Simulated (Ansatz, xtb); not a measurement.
System: C4H7O (charge -1, singlet). It need not be the lowest isomer of its formula. Whether it binds its extra electron was not tested at this geometry. SMILES: C[C-](C)C=O
Structure (B3LYP-D3(BJ)/def2-TZVP (Ansatz, a program for electronic structure) minimum search):
```xyz
12

C     -0.9680    -1.1446    -0.3957
C      0.2104    -0.2932    -0.0421
C      1.5526    -0.9486    -0.0236
C      0.0503     1.0451     0.2536
O     -1.0025     1.7513     0.2845
H     -1.1107    -1.9953     0.2958
H     -1.8718    -0.5315    -0.3675
H     -0.8912    -1.5936    -1.4030
H      1.8439    -1.3854    -0.9988
H      2.3297    -0.2247     0.2479
H      1.6247    -1.7863     0.6972
H      1.0230     1.5543     0.4997
```
Charge -1, spin multiplicity 1.

Harmonic wavenumbers from GFN2-xTB (xtb, at its own minimum), cm⁻¹: 155, 178, 238, 240, 346, 355, 611, 842, 875, 971, 1024, 1027, 1083, 1229, 1359, 1387, 1400, 1408, 1500, 1506, 1522, 1533, 1721, 2411, 2798, 2808, 2845, 2864, 2976, 3022.

Q: Give the harmonic wavenumbers at B3LYP-D3(BJ)/def2-TZVP (Ansatz, finite differences of forces, unscaled).

A: 159, 216, 266, 268, 351, 398, 624, 826, 948, 966, 1024, 1030, 1089, 1242, 1348, 1371, 1392, 1399, 1453, 1477, 1484, 1503, 1642, 2680, 2833, 2861, 2873, 2889, 3019, 3067 cm⁻¹. Zero-point energy 61.0 kcal/mol.

Q: From these and the geometry, give the ideal-gas thermochemistry at 298.15 K and 1 atm (rigid rotor, harmonic oscillator).

A: Point group Cs, rotational symmetry number 1. Rotational constants 8.415, 3.896, 2.753 GHz. S(trans) 38.70, S(rot) 25.68, S(vib) 11.15, S(elec, spin only) 0.00, S 75.5 cal/(mol K). H(298) - H(0) 4.40 kcal/mol; G - E(el) 42.9 kcal/mol.
